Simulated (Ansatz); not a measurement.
Ansatz (a program for electronic structure) input (wB97X-V/def2-TZVP):

Ansatz 0.2 input:
```yaml
crystal:
  periodic: [false, false, false]
  atoms:
    - {symbol: Fe, position_ang: [-0.00000000, -0.00000000, -0.06270422]}
    - {symbol: H, position_ang: [0.00000000, 0.00000000, 1.63030968]}
basis:
  gaussian:
    orbitals: def2-TZVP
hamiltonian:
  xc: {name: wB97X-V}
magnetization: {spin_polarized: true, initial_magnetization: 5}
relax: {f_tol: 0.003, max_steps: 100}
```

End of the output:

```
integrals: 0.02 GiB planned
515 factors; integrals over basis functions are off by at most 4.0e-4 eV
integrals: 0.06 GiB planned
110 factors; integrals over basis functions are off by at most 7.3e-5 eV
mean field: 0.25 GiB planned
mean field evaluation 1: about -34395.8662 eV, gradient 1.7e1 eV
mean field evaluation 2: about -34395.9846 eV, gradient 2.0e1 eV
mean field evaluation 4: about -34396.7309 eV, gradient 9.1e-1 eV
mean field evaluation 8: about -34396.7841 eV, gradient 4.9e-2 eV
mean field evaluation 16: about -34396.7841 eV, gradient 9.7e-5 eV
mean field evaluation 32: about -34397.0634 eV, gradient 1.7e-1 eV
mean field -34397.06381197 eV, -1264.0687799226 hartree, gradient 1.1e-5 eV, S^2 8.752855; 4 other end points of the search recorded, 0 dependent functions left out
the calculation of the forces begins
reference -34397.06381351 eV, -1264.0687799792 hartree; 16, 11 occupied and 35, 40 virtual orbitals, 515 factors
relax step   1: F+E_penalty+E_count = -34397.06381197 eV  Δ(F+E_penalty+E_count) = +0.000e0 eV  max|allowed force component| = 1.633e-1 eV/Å  Δτ_max = 0.0000 Å  (201 SCF iters, accepted)
these checks for a lower state are left out or cut short: starts, cluster_reference, orbital_swaps, neighbouring_geometries, increment
integrals: 0.02 GiB planned
515 factors; integrals over basis functions are off by at most 3.6e-4 eV
integrals: 0.06 GiB planned
110 factors; integrals over basis functions are off by at most 7.3e-5 eV
mean field: 0.25 GiB planned
mean field -34397.06522010 eV, -1264.0688316704 hartree, gradient 6.3e-6 eV, S^2 8.752803; 0 other end points of the search recorded, 0 dependent functions left out
the calculation of the forces begins
reference -34397.06522168 eV, -1264.0688317286 hartree; 16, 11 occupied and 35, 40 virtual orbitals, 515 factors
relax step   2: F+E_penalty+E_count = -34397.06522010 eV  Δ(F+E_penalty+E_count) = -1.408e-3 eV  max|allowed force component| = 1.406e-3 eV/Å  Δτ_max = 0.0085 Å  (56 SCF iters, accepted)
integrals: 0.02 GiB planned
515 factors; integrals over basis functions are off by at most 3.6e-4 eV
integrals: 0.06 GiB planned
110 factors; integrals over basis functions are off by at most 7.3e-5 eV
mean field: 0.25 GiB planned
mean field evaluation 64: about -34397.0362 eV, gradient 1.2e-1 eV
mean field evaluation 96: about -34397.0170 eV, gradient 1.1e0 eV
mean field -34397.06522010 eV, -1264.0688316704 hartree, gradient 6.3e-6 eV, S^2 8.752803; 5 other end points of the search recorded, 0 dependent functions left out
the calculation of the forces begins
reference -34397.06522168 eV, -1264.0688317286 hartree; 16, 11 occupied and 35, 40 virtual orbitals, 515 factors
Total energy: -34397.06522168 eV, -1264.0688317286 hartree
Atom 0 at    -0.000000     0.000000    -0.054249 Å, force    -0.000000     0.000000     0.001406 eV/Å
Atom 1 at     0.000000    -0.000000     1.621854 Å, force     0.000000    -0.000000    -0.001406 eV/Å
Dipole moment:    -0.000000     0.000000    -0.200301 e Å
```

The spin state was set by rule; other spins were not relaxed.
